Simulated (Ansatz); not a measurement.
Steps of a relaxation of C2H7BO2S, SMILES `COB(S)OC` with RKS PBE-D4/def2-SVP.

```sh
$ ansatz run in.yaml --threads 2 --pin off --events-out ev --progress --plain --max-ram 22528MiB --backend cpu
```

```yaml
crystal:
  periodic: [false, false, false]
  atoms:
    - {symbol: C, position_ang: [-1.484200, -1.684600, 0.301400]}
    - {symbol: O, position_ang: [-0.209800, -1.302900, -0.036600]}
    - {symbol: B, position_ang: [-0.200900, 0.120400, -0.443100]}
    - {symbol: S, position_ang: [-0.318800, 0.611400, -2.240700]}
    - {symbol: O, position_ang: [0.045200, 1.154000, 0.572200]}
    - {symbol: C, position_ang: [1.426900, 1.392600, 0.729600]}
    - {symbol: H, position_ang: [-2.185900, -1.526100, -0.582800]}
    - {symbol: H, position_ang: [-1.868800, -1.031900, 1.151100]}
    - {symbol: H, position_ang: [-1.552900, -2.691100, 0.629500]}
    - {symbol: H, position_ang: [0.991900, 0.516100, -2.461200]}
    - {symbol: H, position_ang: [1.571900, 2.157600, 1.525200]}
    - {symbol: H, position_ang: [1.972400, 0.466800, 1.098900]}
    - {symbol: H, position_ang: [1.833500, 1.782700, -0.228900]}
basis:
  gaussian: {orbitals: def2-SVP}
hamiltonian: {xc: pbe, dispersion: d4}
relax: {f_tol: 0.03, max_steps: 200}
```

Positions (Å) and forces (eV/Å) along the path, 12 of 40 steps:

```xyz
13
step=1 energy=-17773.5522 eV
C    -1.484   -1.685    0.301   -2.211    2.081   -0.061
O    -0.210   -1.303   -0.037    1.479    3.353   -1.163
B    -0.201    0.120   -0.443    1.355   -0.661    2.377
S    -0.319    0.611   -2.241   -1.134    0.077    0.013
O     0.045    1.154    0.572   -1.031   -2.456   -1.888
C     1.427    1.393    0.730    0.375   -0.149    0.652
H    -2.186   -1.526   -0.583    0.118   -0.344    0.561
H    -1.869   -1.032    1.151   -0.076   -0.471   -0.359
H    -1.553   -2.691    0.629    0.138   -1.733    0.376
H     0.992    0.516   -2.461    0.780   -0.164    0.079
H     1.572    2.158    1.525   -0.073    0.039   -0.185
H     1.972    0.467    1.099   -0.149    0.486   -0.472
H     1.833    1.783   -0.229    0.430   -0.058    0.069
13
step=2 energy=-17774.0130 eV
C    -1.512   -1.641    0.287   -1.013    0.294    0.139
O    -0.208   -1.273   -0.072    0.651    1.878   -0.697
B    -0.066    0.091   -0.470   -0.932   -0.651    1.670
S    -0.396    0.605   -2.246    0.194    0.070    0.121
O     0.082    1.067    0.548    0.533   -1.175   -1.191
C     1.447    1.420    0.775    0.092    0.140    0.325
H    -2.242   -1.517   -0.562    0.244   -0.023    0.172
H    -1.908   -1.042    1.155    0.184   -0.108   -0.246
H    -1.546   -2.694    0.591    0.166   -0.422    0.051
H     0.909    0.374   -2.541    0.091   -0.122   -0.150
H     1.492    2.178    1.591   -0.049   -0.126   -0.177
H     2.058    0.534    1.100   -0.165    0.252   -0.094
H     1.909    1.863   -0.140    0.004   -0.007    0.078
13
step=7 energy=-17774.7796 eV
C    -1.628   -1.697    0.138    0.018   -0.130   -0.051
O    -0.307   -1.202    0.025   -0.227    0.144    0.111
B    -0.028    0.114   -0.244    0.017   -0.097   -0.003
S    -0.149    0.794   -1.979    0.577   -0.620   -0.169
O     0.343    0.924    0.794    0.246   -0.223   -0.076
C     1.589    1.600    0.811   -0.039    0.208    0.004
H    -2.249   -1.442   -0.751    0.011    0.020   -0.004
H    -2.123   -1.291    1.051   -0.012   -0.031   -0.072
H    -1.587   -2.801    0.237   -0.003    0.016   -0.031
H     0.378   -0.364   -2.556   -0.545    0.588    0.291
H     1.535    2.431    1.543    0.024    0.000   -0.032
H     2.388    0.892    1.138   -0.042    0.141   -0.020
H     1.858    2.007   -0.190   -0.026   -0.016    0.052
13
step=11 energy=-17775.2198 eV
C    -1.708   -1.726   -0.037    0.008    0.285    0.223
O    -0.489   -1.183    0.492   -0.693    0.100   -0.319
B     0.064    0.006    0.076    0.407   -0.110    0.262
S    -0.047    0.654   -1.666   -0.091   -0.607   -0.294
O     0.781    0.695    1.025    0.323    0.281   -0.392
C     1.751    1.726    0.762   -0.196   -0.370    0.102
H    -1.970   -1.307   -1.046    0.122   -0.086    0.356
H    -2.560   -1.498    0.669    0.428   -0.084   -0.345
H    -1.627   -2.832   -0.122    0.116    0.132    0.044
H    -0.243   -0.588   -2.266    0.038    0.663    0.359
H     1.535    2.606    1.407   -0.048   -0.125   -0.038
H     2.778    1.354    1.023   -0.377    0.042   -0.079
H     1.756    2.058   -0.303   -0.035   -0.122    0.122
13
step=16 energy=-17775.3376 eV
C    -1.709   -1.695   -0.053   -0.014    0.015   -0.003
O    -0.713   -0.966    0.620   -0.010    0.027   -0.031
B     0.088    0.019    0.111   -0.010   -0.009    0.051
S     0.172    0.511   -1.676    0.006   -0.015    0.024
O     0.856    0.670    1.033   -0.008   -0.009   -0.021
C     1.776    1.702    0.748    0.005   -0.008   -0.007
H    -2.048   -1.202   -0.992    0.003    0.011    0.011
H    -2.594   -1.789    0.611    0.025   -0.030    0.000
H    -1.353   -2.719   -0.302    0.011    0.019    0.006
H    -0.561   -0.535   -2.139   -0.003    0.002   -0.025
H     1.468    2.632    1.272   -0.003   -0.003   -0.011
H     2.782    1.414    1.120   -0.004    0.002    0.004
H     1.859    1.923   -0.339    0.003   -0.002    0.001
13
step=17 energy=-17775.3427 eV
C    -1.714   -1.687   -0.054   -0.064   -0.100    0.002
O    -0.753   -0.928    0.638   -0.006    0.040   -0.031
B     0.075    0.032    0.120   -0.023   -0.102    0.006
S     0.197    0.483   -1.676   -0.055   -0.071    0.007
O     0.852    0.678    1.036   -0.024    0.003    0.015
C     1.782    1.697    0.745    0.028    0.046   -0.025
H    -2.104   -1.161   -0.958    0.010   -0.054    0.067
H    -2.578   -1.878    0.626    0.172    0.017   -0.115
H    -1.296   -2.676   -0.368   -0.072    0.187    0.042
H    -0.574   -0.542   -2.134    0.043    0.064    0.021
H     1.463    2.645    1.232    0.018   -0.031   -0.026
H     2.777    1.417    1.153   -0.029    0.013   -0.005
H     1.894    1.885   -0.347    0.002   -0.012    0.042
13
step=18 energy=-17775.3411 eV rejected
C    -1.715   -1.678   -0.057   -0.090   -0.211    0.009
O    -0.773   -0.911    0.654    0.041   -0.018   -0.085
B     0.090    0.015    0.127   -0.231    0.130    0.075
S     0.216    0.461   -1.670   -0.088   -0.212   -0.014
O     0.837    0.694    1.046    0.065   -0.081   -0.045
C     1.784    1.694    0.742    0.058    0.098   -0.026
H    -2.157   -1.118   -0.919    0.037   -0.113    0.143
H    -2.549   -1.956    0.638    0.275    0.094   -0.219
H    -1.257   -2.630   -0.442   -0.143    0.281    0.080
H    -0.609   -0.530   -2.121    0.125    0.127    0.044
H     1.447    2.670    1.162    0.051   -0.114   -0.058
H     2.759    1.431    1.210   -0.085    0.041   -0.041
H     1.948    1.823   -0.356   -0.015   -0.022    0.138
13
step=20 energy=-17775.3521 eV
C    -1.716   -1.674   -0.058   -0.025   -0.030    0.001
O    -0.784   -0.901    0.658   -0.020   -0.008   -0.022
B     0.069    0.030    0.133    0.016    0.017    0.018
S     0.218    0.448   -1.668   -0.003   -0.015   -0.001
O     0.840    0.689    1.045    0.003    0.005   -0.007
C     1.784    1.693    0.740    0.001    0.004    0.000
H    -2.173   -1.115   -0.907    0.004   -0.028    0.041
H    -2.534   -1.969    0.635    0.054    0.003   -0.044
H    -1.251   -2.606   -0.456   -0.026    0.066    0.009
H    -0.585   -0.551   -2.121    0.002    0.002    0.004
H     1.454    2.663    1.171    0.007   -0.016   -0.016
H     2.762    1.428    1.197   -0.016    0.009   -0.003
H     1.937    1.829   -0.354    0.003   -0.009    0.020
13
step=28 energy=-17775.3710 eV
C    -1.722   -1.651   -0.064   -0.018   -0.017   -0.011
O    -0.808   -0.883    0.680    0.017    0.002   -0.001
B     0.065    0.032    0.157   -0.032   -0.011   -0.013
S     0.215    0.440   -1.645    0.000   -0.002    0.004
O     0.857    0.673    1.063    0.011    0.005    0.016
C     1.804    1.665    0.730    0.057    0.062   -0.013
H    -2.391   -1.018   -0.693    0.015   -0.016    0.016
H    -2.357   -2.220    0.646    0.015    0.011   -0.022
H    -1.209   -2.386   -0.727   -0.015    0.021    0.016
H    -0.648   -0.511   -2.089    0.004    0.009    0.003
H     1.353    2.683    0.806    0.055   -0.105   -0.023
H     2.649    1.605    1.452   -0.085    0.019   -0.077
H     2.212    1.536   -0.301   -0.022    0.022    0.103
13
step=29 energy=-17775.3721 eV
C    -1.722   -1.652   -0.064   -0.017   -0.017   -0.013
O    -0.805   -0.887    0.680    0.010    0.005   -0.001
B     0.064    0.032    0.158   -0.026   -0.007   -0.013
S     0.211    0.446   -1.642   -0.002   -0.001    0.008
O     0.857    0.673    1.065    0.018   -0.004    0.014
C     1.807    1.662    0.729    0.063    0.078   -0.017
H    -2.403   -1.015   -0.675    0.017   -0.018    0.018
H    -2.342   -2.237    0.645    0.015    0.013   -0.022
H    -1.210   -2.372   -0.745   -0.016    0.021    0.018
H    -0.659   -0.498   -2.087    0.005    0.008    0.002
H     1.348    2.680    0.764    0.065   -0.118   -0.019
H     2.632    1.627    1.475   -0.097    0.016   -0.091
H     2.243    1.506   -0.287   -0.034    0.026    0.117
13
step=34 energy=-17775.3781 eV
C    -1.714   -1.659   -0.065    0.009   -0.004   -0.003
O    -0.783   -0.914    0.683   -0.002   -0.024    0.000
B     0.070    0.023    0.168   -0.019    0.077    0.006
S     0.174    0.504   -1.618   -0.005   -0.029    0.007
O     0.879    0.646    1.074    0.017   -0.037   -0.013
C     1.819    1.641    0.721    0.030    0.047   -0.013
H    -2.427   -1.007   -0.619    0.001   -0.002    0.004
H    -2.298   -2.288    0.636    0.000    0.003   -0.004
H    -1.216   -2.336   -0.797   -0.004    0.004    0.002
H    -0.732   -0.399   -2.079    0.012    0.012    0.006
H     1.321    2.622    0.536    0.038   -0.067    0.004
H     2.529    1.765    1.566   -0.048   -0.002   -0.059
H     2.399    1.367   -0.191   -0.029    0.023    0.063
13
step=40 energy=-17775.3813 eV
C    -1.706   -1.664   -0.068    0.000   -0.002   -0.001
O    -0.767   -0.933    0.683    0.004   -0.002   -0.001
B     0.073    0.020    0.175   -0.011    0.013    0.008
S     0.143    0.543   -1.599   -0.001   -0.006   -0.004
O     0.907    0.616    1.076   -0.002   -0.014   -0.003
C     1.835    1.621    0.714   -0.014   -0.012    0.002
H    -2.462   -1.004   -0.552    0.000    0.000    0.001
H    -2.242   -2.349    0.620    0.000   -0.001    0.000
H    -1.222   -2.282   -0.858   -0.001    0.000    0.000
H    -0.822   -0.299   -2.055    0.006    0.004    0.003
H     1.328    2.521    0.302   -0.002    0.013   -0.006
H     2.394    1.919    1.622    0.009    0.007    0.010
H     2.563    1.257   -0.044    0.013   -0.001   -0.010
```

It took 81 s on 2 threads of an AMD EPYC 7R13 on a shared host, with 0.22 GiB of host memory at the peak.
